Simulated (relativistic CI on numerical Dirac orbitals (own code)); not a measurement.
**How well does a small relativistic CI reproduce Co?**

Calculated at this level of theory: Dirac-Coulomb-Breit CI, orbitals from a KLI potential per configuration, a model potential for QED, valence Slater integrals scaled by 0.85, configuration energies shifted to the measured levels that pair with them (semi-empirical) (own radial code, finite nucleus).

Configuration list (outside the closed core [Ar]): 3d⁷4s², 3d⁸4s, 3d⁷4s4p, 3d⁸4p, 3d⁹, 3d⁷4p², 3d⁷4s4d, 3d⁸4d, 3d⁸5s, 3d⁸5p, 3d⁷4s5s, 3d⁷4s6s, 3d⁷4s5p, 3d⁷4s6p, 3d⁷4s4f, 3d⁷4s5d, 3d⁷4s5g, 3d⁷4s5f, 3d⁷4s6d, 3d⁷4s6g, 3d⁷4d², 3d⁶4s²4p, 3d⁷4p4d. Levels of other configurations are missing.

```
Configuration  Term (tabulated)     J  Measured (cm⁻¹)  Computed  Error  Purity (%)
       3d⁷4s²              a 4F   9/2              0.0         0      0          95
       3d⁷4s²              a 4F   7/2            816.0       797    -19          95
       3d⁷4s²              a 4F   5/2           1406.9      1377    -30          95
       3d⁷4s²              a 4F   3/2           1809.3      1773    -36          95
        3d⁸4s              b 4F   9/2           3482.8      2595   -888          99
        3d⁸4s              b 4F   7/2           4142.6      3233   -910          98
        3d⁸4s              b 4F   5/2           4690.1      3749   -941          98
        3d⁸4s              b 4F   3/2           5075.8      4113   -963          98
        3d⁸4s              a 2F   7/2           7442.4      7481     39          97
        3d⁸4s              a 2F   5/2           8460.8      8458     -3          97
       3d⁷4s²              a 4P   5/2          13795.5     15788   1993          70
       3d⁷4s²              a 4P   3/2          14036.2     15975   1938          59
       3d⁷4s²              a 4P   1/2          14399.2     16295   1896          93
        3d⁸4s            b 4P †   5/2          15184.0     17140   1956          75
        3d⁸4s            b 4P †   3/2          15774.0     17259   1485          94
        3d⁸4s            b 4P †   1/2          16195.6     17411   1215          98
      3d⁷4s4p             z 4F°   9/2          28345.8     28060   -286          80
      3d⁷4s4p             z 4F°   7/2          28777.2     28477   -300          75
      3d⁷4s4p             z 4F°   5/2          29216.3     28903   -313          78
      3d⁷4s4p             z 2G°   9/2          31699.6     32087    387          66
      3d⁷4s4p             z 2F°   7/2          31871.1     32299    428          60
        3d⁸4p             y 4D°   7/2          32027.4     31916   -112          58
        3d⁸4p             y 4G°  11/2          32430.5     32453     22          93
        3d⁸4p             y 4D°   5/2          32654.5     32551   -104          61
      3d⁷4s4p             z 2F°   5/2          32781.7     33146    365          63
        3d⁸4p             y 4D°   3/2          33150.6     33023   -128          63
        3d⁸4p             y 4D°   1/2          33449.1     33308   -141          64
        3d⁸4p             y 2G°   7/2          34133.5     34400    267          64
        3d⁸4p             y 4F°   3/2          34196.1     34081   -116          71
      3d⁷4s4p             z 2D°   3/2          34352.4     34505    153          62
        3d⁸4p             y 2F°   7/2          35450.5     35544     94          59
        3d⁸4p             y 2D°   3/2          36875.1     37149    274          60
      3d⁷4s4p             6P° †   7/2          41041.3     40368   -674          87
      3d⁷4s4p             6P° †   5/2          41104.9     40528   -577          79
      3d⁷4s4p               6P°   3/2          41247.6     40522   -726          87
```

Measured levels from NIST Handbook of Basic Atomic Spectroscopic Data (Sansonetti and Martin, J. Phys. Chem. Ref. Data 34, 1559 (2005)); pairs were made by configuration, J and term (by order where the table uses no LS term), so strongly mixed levels may be paired wrongly.

Mean error by configuration (cm⁻¹): 3d⁷4s² 957; 3d⁸4s -611; 3d⁷4s4p -36; 3d⁸4p 6. Over the excited levels the mean absolute error is 478 cm⁻¹ (34 of the 67 excited levels that our extract of the source holds in range could be paired, and the others can miss by more), and the median relative error of those above 1,000 cm⁻¹ is 1.1 %, both after the shifts were fitted to these levels, so that a configuration with one level shows no error. Some levels of the ground configuration have no partner. † marks terms whose computed intervals miss the measured ones by more than a factor of 2.5, or configurations far off the rest, from wrong mixing, a near crossing or a doubtful label or measurement; they are left out of the means.

Transition probabilities of persistent lines. The last column rescales the computed rate by the cube of measured over computed energy:

| λ measured (Å) | Lower | Upper | A tabulated (s⁻¹) | A computed | A rescaled |
| --- | --- | --- | --- | --- | --- |
| 3453.51 air | 3d⁸4s b 4F9/2 | 3d⁸4p y 4G°11/2 | 1.10e+08 | 1.74e+08 | 1.59e+08 |
| 3473.97 air | 3d⁷4s² a 4F9/2 | 3d⁷4s4p z 4F°7/2 | 2.99e+06 | 4.62e+06 | 4.76e+06 |
| 3502.28 air | 3d⁸4s b 4F9/2 | 3d⁸4p y 4D°7/2 | 8.00e+07 | 1.30e+08 | 1.20e+08 |
| 3526.85 air | 3d⁷4s² a 4F9/2 | 3d⁷4s4p z 4F°9/2 | 1.37e+07 | 1.57e+07 | 1.62e+07 |
| 3569.38 air | 3d⁸4s a 2F7/2 | 3d⁸4p y 2F°7/2 | 1.60e+08 | 1.59e+08 | 1.58e+08 |

Configurations whose levels could be paired with our table of measured levels were shifted onto them, all but the ground configuration, by the median error of their levels; single terms can still be off by 1,000 to 2,000 cm⁻¹ or more, and rates follow the energies as ν³ (E1, M1) or ν⁵ (E2). The others borrow a shift and can be off by several thousand cm⁻¹ or more. The fine structure of a lone outer electron comes out too small, for d and f at times inverted, and misplaced configurations move strength between like terms. 34 of the 67 excited levels that our extract of the measured tables holds in this range could be paired (the sources list more); they are missed by 582 cm⁻¹ on average and 1993 at most, after the shifts were fitted to these levels, and levels without a partner can miss by more. Some levels of the ground configuration have no partner and can miss by 10 % or more.

Shifts applied (cm⁻¹): 3d⁷4s² 0; 3d⁸4s -10204; 3d⁷4s4p 3442; 3d⁸4p -5336.
